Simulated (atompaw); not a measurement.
Building the PAW (atompaw) potential for boron (B) (LDA (PW92), scalar-relativistic).

- Element: boron (B)
- Generator: atompaw 4.2.0.5
- Type: PAW
- Functional: LDA (PW92)
- Relativity: scalar-relativistic
- Frozen core: [He]
- Valence charge: 3
- Reference configuration: 2s1.5 2p1.5
- Partial waves: 2s (bound): rc 1.85 bohr; 2s channel at -0.35 Ry: rc 1.85 bohr; 2p (bound): rc 1.85 bohr; 2p channel at 0.2 Ry: rc 1.85 bohr
- Local potential: bessel scheme, radius 1.40 bohr
- Core correction: smooth core density matched at 1.00 bohr
- Augmentation charge: besselshape compensation charge, radius 1.45 bohr; PAW radius 1.85 bohr; waves and projectors: custom polynom vanderbiltortho

* Cutoffs needed: 15 Ry and 18 Ry (the cutoffs (Ry, on a coarse ladder) from which the occupation-weighted sum of valence levels, in a spherical-Bessel basis at the reference potential, stays within 10 and 1 mRy of its value at 400 Ry)
* Ghost test: no extra level below or beside the all-electron valence levels (s, p, d, f tested) (spherical-Bessel basis up to 400 Ry, 20 bohr box)
* Lowest eigenvalue of the overlap operator: 0.41 (s channel)
* Overlap eigenvalues printed by atompaw (projector basis): 0.414, 0.724, 2.07e+03, 4.66e+03
* Share of each valence orbital outside the PAW sphere: 2s 48 %, 2p 56 %
